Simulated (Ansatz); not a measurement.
Cost and result for the atomization energy of CH5AlSiTe (9 atoms, 10 bonds).

Cartesian coordinates in Å:
```
Al 1.719 0.326 0.570
Si -0.181 -1.116 0.038
C -1.270 0.093 -0.869
Te -0.860 1.191 0.992
H 2.343 1.011 -0.718
H 2.474 0.092 1.941
H -1.029 -2.141 0.717
H -2.337 -0.093 -0.958
H -0.858 0.637 -1.713
```

Charge 0, multiplicity 1. Correlated methods include outer-core shells of Te, which these sets cover unevenly. Te takes the def2 core potential. The bonds changed during the relaxation, so this is another structure than the one it started from. The structure was optimised at the PBE0-D4/def2-TZVP level. Program: Ansatz. All runs use 4 threads of a server CPU on a shared host. Times are those of one run each, without the atoms' runs, and a repeat can differ threefold. Electronic energies, without spin–orbit coupling; frozen cores. CCSD(T)/CBS adds CCSD(T) − MP2 in def2-TZVPP to the MP2 limit, and its time is that of the two runs behind it. T1 = 0.013. With those shells the extrapolation isn't a true limit. HSE06 is the plane-wave form, built on full-range PBE exchange.

CCSD(T)/CBS is a level of theory with its own doubt, some kJ/mol a heavy atom from the limit and from the frozen cores, so smaller differences don't rank the functionals.

```
                             level  functions  wall time
              revPBE-D4/def2-TZVPP        235      1.6 s
   PBE-D4/def2-TZVPP (with forces)        235      1.9 s
               HSE06-D4/def2-TZVPP        235      2.8 s
                  CCSD(T)/def2-SVP        101      2.9 s
               BHLYP-D4/def2-TZVPP        235      3.1 s
           CAM-B3LYP-D4/def2-TZVPP        235      3.3 s
r2SCAN-D4/def2-TZVPP (with forces)        235      3.3 s
               PBE-QIDH/def2-TZVPP        235      4.3 s
                 B97M-V/def2-TZVPP        235      5.5 s
  ωB97M-V/def2-TZVPP (with forces)        235        8 s
                    MP2/def2-QZVPP        429       17 s
                CCSD(T)/def2-TZVPP        235       67 s
                 CCSD(T)/CBS(def2)          –       83 s
```

(1) What atomization energy does each give, and how far from CCSD(T)/CBS? (An estimate is asked.)

Results:

(1) The calculation gave: 
```json
{"level": "revPBE-D4/def2-TZVPP", "atomization (kJ/mol)": "2671.3", "difference from CCSD(T)/CBS": "-48.9", "per bond": "-4.9"}
{"level": "PBE-D4/def2-TZVPP (with forces)", "atomization (kJ/mol)": "2725.5", "difference from CCSD(T)/CBS": "5.3", "per bond": "0.5"}
{"level": "HSE06-D4/def2-TZVPP", "atomization (kJ/mol)": "2696.1", "difference from CCSD(T)/CBS": "-24.1", "per bond": "-2.4"}
{"level": "CCSD(T)/def2-SVP", "atomization (kJ/mol)": "2498.4", "difference from CCSD(T)/CBS": "-221.8", "per bond": "-22.2"}
{"level": "BHLYP-D4/def2-TZVPP", "atomization (kJ/mol)": "2623.2", "difference from CCSD(T)/CBS": "-97.0", "per bond": "-9.7"}
{"level": "CAM-B3LYP-D4/def2-TZVPP", "atomization (kJ/mol)": "2668.3", "difference from CCSD(T)/CBS": "-51.9", "per bond": "-5.2"}
{"level": "r2SCAN-D4/def2-TZVPP (with forces)", "atomization (kJ/mol)": "2710.9", "difference from CCSD(T)/CBS": "-9.3", "per bond": "-0.9"}
{"level": "PBE-QIDH/def2-TZVPP", "atomization (kJ/mol)": "2681.6", "difference from CCSD(T)/CBS": "-38.6", "per bond": "-3.9"}
{"level": "B97M-V/def2-TZVPP", "atomization (kJ/mol)": "2736.1", "difference from CCSD(T)/CBS": "15.9", "per bond": "1.6"}
{"level": "ωB97M-V/def2-TZVPP (with forces)", "atomization (kJ/mol)": "2685.7", "difference from CCSD(T)/CBS": "-34.5", "per bond": "-3.4"}
{"level": "MP2/def2-QZVPP", "atomization (kJ/mol)": "2707.1", "difference from CCSD(T)/CBS": "-13.1", "per bond": "-1.3"}
{"level": "CCSD(T)/def2-TZVPP", "atomization (kJ/mol)": "2627.4", "difference from CCSD(T)/CBS": "-92.8", "per bond": "-9.3"}
{"level": "CCSD(T)/CBS(def2)", "atomization (kJ/mol)": "2720.2", "difference from CCSD(T)/CBS": "0.0", "per bond": "0.0"}
```

From BLYP to BHLYP (50 % exact exchange), in def2-TZVPP and without D4, the atomization energy moves by −21.7 kJ/mol: exact exchange takes away binding that semilocal exchange gives to molecules. Leaving LDA and LC-ωPBE aside and taking each functional with its dispersion term where it has one, the values spread over 112.9 kJ/mol, from BHLYP-D4 to B97M-V. LDA lies +357.8 kJ/mol from PBE without D4, its usual overbinding. In def2-TZVPP, CCSD(T) changes the Hartree–Fock value by +703.6 kJ/mol (the triples alone add +53.6 kJ/mol) and MP2 by +728.9 kJ/mol; breaking electron pairs costs correlation energy, which Hartree–Fock lacks.

Spin–orbit coupling would lower the free Te atoms strongly, and the atomization energy with them, by more than many differences here.
